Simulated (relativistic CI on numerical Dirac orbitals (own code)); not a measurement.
**Level scheme of Re XXII**

Calculated at this level of theory: Dirac-Coulomb-Breit CI, KLI orbitals optimised for each configuration, QED by a radiative potential, unscaled Slater integrals (own radial code, finite nucleus).

Configuration list (outside the closed core [Ar] 3d10 4d10): 4s2 4p6 4f8, 4s2 4p6 4f7 5s, 4s2 4p6 4f6 5s2, 4s2 4p6 4f7 5p, 4s2 4p6 4f6 5s 5p, 4s2 4p5 4f9, 4s2 4p6 4f7 6s, 4p6 4f10, 4s 4p6 4f8 5s. Levels of other configurations are missing.

| No. | Configuration | Term | J | E (cm⁻¹) | % | Next component (%) | Landé g |
| --- | --- | --- | --- | --- | --- | --- | --- |
| 41 | 4s2 4p6 4f8 | 5F | 1 | 90786.0 | 71 | 12 5D | 0.332 |
| 42 | 4s2 4p6 4f8 | 5K | 8 | 92335.6 | 61 | 23 3K | 1.122 |
| 43 | 4s2 4p6 4f8 | 5G | 6 | 93083.7 | 44 | 15 3I | 1.135 |
| 44 | 4s2 4p6 4f8 | 5G | 5 | 94062.6 | 30 | 27 5H | 1.160 |
| 45 | 4s2 4p6 4f8 | 5D | 3 | 95080.8 | 43 | 18 3D | 1.413 |
| 46 | 4s2 4p6 4f8 | 3F | 4 | 95765.7 | 27 | 19 5D | 1.165 |
| 47 | 4s2 4p6 4f8 | 3I | 5 | 96185.8 | 28 | 22 5I | 0.910 |
| 48 | 4s2 4p6 4f8 | 3O | 12 | 96399.3 | 83 | 17 1Q | 1.066 |
| 49 | 4s2 4p6 4f8 | 3O | 11 | 97252.4 | 63 | 37 3N | 1.036 |
| 50 | 4s2 4p6 4f8 | 5K | 7 | 98681.7 | 47 | 16 3I | 1.072 |
| 51 | 4s2 4p6 4f8 | 3M | 8 | 100682.7 | 42 | 28 1L | 0.995 |
| 52 | 4s2 4p6 4f8 | 5K | 6 | 101749.5 | 48 | 19 1I | 0.973 |
| 53 | 4s2 4p6 4f8 | 5D | 1 | 101756.9 | 59 | 32 5P | 1.756 |
| 54 | 4s2 4p6 4f8 | 3D | 3 | 101968.0 | 29 | 22 5P | 1.230 |
| 55 | 4s2 4p6 4f8 | 3M | 9 | 103209.7 | 41 | 39 3N | 0.983 |
| 56 | 4s2 4p6 4f8 | 3K | 7 | 103404.0 | 28 | 18 5I | 1.101 |
| 57 | 4s2 4p6 4f8 | 5P | 2 | 103833.5 | 29 | 21 5D | 1.505 |
| 58 | 4s2 4p6 4f8 | 5G | 4 | 105549.5 | 50 | 16 5H | 1.122 |
| 59 | 4s2 4p6 4f8 | 3H | 6 | 105936.6 | 23 | 18 5I | 1.068 |
| 60 | 4s2 4p6 4f8 | 5D | 0 | 106341.4 | 75 | 17 3P |  |
| 61 | 4s2 4p6 4f8 | 3M | 10 | 107514.1 | 62 | 16 3O | 1.053 |
| 62 | 4s2 4p6 4f8 | 3H | 4 | 108616.2 | 25 | 21 5D | 1.074 |
| 63 | 4s2 4p6 4f8 | 5H | 7 | 108797.9 | 65 | 14 5K | 1.212 |
| 64 | 4s2 4p6 4f8 | 3F | 2 | 110433.9 | 26 | 24 3P | 1.077 |
| 65 | 4s2 4p6 4f8 | 3K | 8 | 111056.3 | 63 | 11 5K | 1.105 |
| 66 | 4s2 4p6 4f8 | 3H | 5 | 111134.0 | 31 | 15 3I | 1.025 |
| 67 | 4s2 4p6 4f8 | 3M | 9 | 111907.2 | 67 | 13 3L | 1.035 |
| 68 | 4s2 4p6 4f8 | 3G | 5 | 112417.4 | 24 | 19 5K | 1.048 |
| 69 | 4s2 4p6 4f8 | 5G | 3 | 112627.3 | 56 | 13 3F | 0.950 |
| 70 | 4s2 4p6 4f8 | 5D | 4 | 112654.1 | 40 | 23 3F | 1.248 |

Energies count from the lowest computed level.

The mean weight of the leading LS term, summed over parents, in these 30 levels is 46 %, and that of the leading jj configuration (from the same eigenvectors) 54 %.

At this charge energies of transitions that change n are usually good to better than 1 %, and those within a shell (Δn = 0) to a few per cent. Terms inside the open d or f shell come out 10 to 20 % too wide with unscaled integrals.

LS names give the leading component of a level, which can be under half, so a name can repeat, a term be missing and a line seem to break the LS rules.
